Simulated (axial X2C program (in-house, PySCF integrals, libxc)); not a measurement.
Correcting the dissociation energy of CaBr⁺ for spin–orbit coupling

A spin-free CCSD(T) curve (one-electron X2C) was computed with an in-house all-electron X2C program for linear molecules (integrals from PySCF), basis Br dyall-cv3z [8s9p6d4f1g], Ca dyall-cv3z [11s12p6d4f] (cores contracted in-house), for the state M_S = 0, Λ = 0 (closed shell). It gives D0 = 3.609 eV to Br + Ca+, which in a spin-free picture are the weighted means of the ground terms.

Correlated methods: 8 electrons correlated (number of frozen shells: Br 3 s, 2 p, 1 d; Ca 3 s, 2 p), 266 virtual spin orbitals or spinors in MP2, 78 natural virtuals in coupled cluster.

Measured levels of the ground terms (NIST Handbook of Basic Atomic Spectroscopic Data), in cm⁻¹: Br 2P: J = 3/2 at 0, J = 1/2 at 3685.2; Ca+ 2S: J = 1/2 at 0.

The molecular state has Λ = 0, so it has no first-order lowering.

(1) How far does each ground level lie under the (2J+1)-weighted mean of its term?

(2) Correct D0.

Second-order spin–orbit effects in the molecule, which grow quickly with Z, are left out. One determinant describes the state; a PBE0 search over occupations chose it and may have missed a lower one. Dissociation energies refer to the lowest single-determinant-based atoms at the same level and basis. CCSD and (T) use frozen natural virtuals with an MP2 correction for the truncation; (T) itself is uncorrected, so its De runs slightly low. The outer-core s and p shells of the metal are frozen in the correlated rows, which leaves out core–valence correlation; for alkali and alkaline-earth bonds that tends to lengthen them. With the outer-core shells frozen, correlated bond lengths of heavy atoms tend to come out a few hundredths of an ångström too long.

## Answers

(1) Br: (4 × 0 + 2 × 3685.2)/6 = 1228 cm⁻¹; Ca+: a single level, 0.

(2) D0 = 3.609 + (0 − 1228)/8065.5 = 3.457 eV at CCSD(T) with these spin–orbit terms. The direct two-component run gives 3.467 eV; the difference holds second-order terms in the molecule, scalar two-electron terms, the gap between measured and computed atomic splittings (a 2c atom can miss part of its lowering) and, in coupled cluster, the truncation of each run.
